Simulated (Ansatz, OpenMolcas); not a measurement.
# IBr (iodine monobromide): from total energies to a heat of formation

The species is IBr (2 atoms), meant as a singlet with charge 0. SMILES: `BrI`. The coordinates come from a PBE0-D4/def2-TZVP relaxation.

```xyz
2

Br    0.0000    0.0000   -0.0029
I     0.0000    0.0000    2.4609
```

Total energies at PBE0/def2-TZVP (core potential) (OpenMolcas 26.06); the atoms run unrestricted:

```
species    state   energy (Eh)
    IBr  singlet  -2871.585356
     Br  doublet  -2573.811896
      I  doublet   -297.693130
```

Harmonic wavenumbers at PBE0-D4/def2-TZVP, in cm⁻¹: 279.

Measured heats of formation of the gaseous atoms at 298.15 K, in kJ/mol: Br 111.9, I 106.8. Spin-orbit lowering of the atoms at 298 K (mean of the ground term's levels less their thermal mean, from spectra), in kJ/mol: Br 14.69, I 30.32. Take 1 Eh = 2625.50 kJ/mol, 1 cm⁻¹ = 0.0119627 kJ/mol, RT = 2.479 kJ/mol.

What heat of formation follows?


1. Electronic atomisation energy: (-2573.811896) + (-297.693130) − (-2871.585356) = 0.080330 Eh = 210.9 kJ/mol.
2. Zero-point energy: half the sum of the wavenumbers, 139.5 cm⁻¹ = 1.7 kJ/mol.
3. Thermal vibrational enthalpy, Σ hcν̃/(exp(hcν̃/kT) − 1): 1.2 kJ/mol. Translation, rotation and pV of a linear molecule: 3.5 RT = 8.7 kJ/mol.
4. The 2 free atoms carry 5/2 RT each: 12.4 kJ/mol.
5. Spin-orbit coupling lowers the free atoms by 14.69 + 30.32 = 45.0 kJ/mol.
6. Atomisation enthalpy at 298 K: 210.9 − 45.0 − 1.7 − 1.2 − 8.7 + 12.4 = 166.7 kJ/mol.
7. Sum of the atoms' heats of formation: 218.7 kJ/mol. Heat of formation: 218.7 − 166.7 = +52.0 kJ/mol.

The tabulated value is +40.8 kJ/mol (Active Thermochemical Tables), so this level is off by +11.2 kJ/mol, or 6.3 % of the atomisation enthalpy. Anharmonicity and any spin-orbit splitting of the molecule are left out.
